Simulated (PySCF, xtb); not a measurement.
Ga(F)(Cl)(Et) (C₂H₅ClFGa), SMILES [Cl][Ga]([CH2]C)[F].

GFN2-xTB (xtb 6.7.1) at its own geometry gives an orbital gap of 3.88 eV and a dipole moment of 4.19 D.

The structure is a stationary point at B3LYP-D3(BJ)/def2-SVP. The structure was generated by enumeration; whether it is a known compound was not checked. The values are those of a single conformer.

Question: What does B3LYP/def2-TZVP (PySCF) give? (An estimate is asked for; the answer gives what the named calculation found.)

Answer: gap 7.12 eV (levels -8.38 and -1.26 eV), dipole 3.39 D.
